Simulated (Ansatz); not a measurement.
```yaml
crystal:
  periodic: [false, false, false]
  atoms:
    - {symbol: F, position_ang: [-1.037665, 0.303845, -1.487987]}
    - {symbol: Mo, position_ang: [0.006234, -0.026169, -0.016541]}
    - {symbol: F, position_ang: [-1.455128, -0.902986, 0.661265]}
    - {symbol: F, position_ang: [1.474807, 0.052927, -1.128701]}
    - {symbol: F, position_ang: [1.424807, 0.002927, -1.178701]}
    - {symbol: S, position_ang: [0.096517, 1.762427, 1.005392]}
basis:
  gaussian: {orbitals: def2-TZVP}
hamiltonian: {xc: {name: B2PLYP}}
scf: {lower_state_search: full}
output: {forces: true}
```

```sh
$ ansatz run in.yaml --threads 4 --pin off --events-out ev --progress --plain --max-ram 10444MiB
```

Shortened log:

```
Functional definition: B2PLYP
1393 factors; integrals over basis functions are off by at most 8.1e-4 eV
mean field evaluation 1: about -15374.1917 eV, gradient 1.7e2 eV
mean field evaluation 2: about -15380.7320 eV, gradient 1.8e2 eV
mean field evaluation 4: about -15268.3911 eV, gradient 3.1e2 eV
mean field evaluation 8: about -15459.1863 eV, gradient 1.1e1 eV
mean field evaluation 16: about -15460.2913 eV, gradient 4.1e-1 eV
mean field evaluation 32: about -15460.3148 eV, gradient 8.1e-3 eV
mean field evaluation 192: about -15460.3148 eV, gradient 6.7e-5 eV
a density is far from that of the atoms, so the factors are made again for it
1499 factors; integrals over basis functions are off by at most 6.9e-4 eV
mean field -15460.31475961 eV, -568.1560880378 hartree, gradient 9.4e-6 eV, S^2 0.000000; 8 other end points of the search recorded, 0 dependent functions left out; unrestricted orbitals would lower it
9 core orbitals not correlated, not the lowest: weight in the atoms' cores, before any rotation towards them, 0.917 or more for the frozen orbitals, at most 0.046 for the correlated occupied ones
reference -15460.31493950 eV, -568.1560946486 hartree; 24, 24 occupied and 168, 168 virtual orbitals, 1499 factors
second order -49.55600367 eV of doubles, -0.00000000 eV of singles
Total energy: -15473.69506049 eV, -568.6478050256 hartree
Atom 0 at    -1.037665     0.303845    -1.487987 Å, force    -0.549229     0.500537    -2.502164 eV/Å
Atom 1 at     0.006234    -0.026169    -0.016541 Å, force    -6.964791    -0.199355     5.893272 eV/Å
Atom 2 at    -1.455128    -0.902986     0.661265 Å, force    -1.130297    -2.783498     1.879985 eV/Å
Atom 3 at     1.474807     0.052927    -1.128701 Å, force 77604.501636 77566.288155 77593.952358 eV/Å
Atom 4 at     1.424807     0.002927    -1.178701 Å, force -77596.320567 -77566.274767 -77599.864908 eV/Å
Atom 5 at     0.096517     1.762427     1.005392 Å, force     0.463248     2.468927     0.641457 eV/Å
Dipole moment:     1.071285    -0.383059    -0.267417 e Å
```

What is wrong with this run?

One atom was put on top of another. The calculation finished and met its thresholds. The result belongs to that input, not to the molecule as meant.
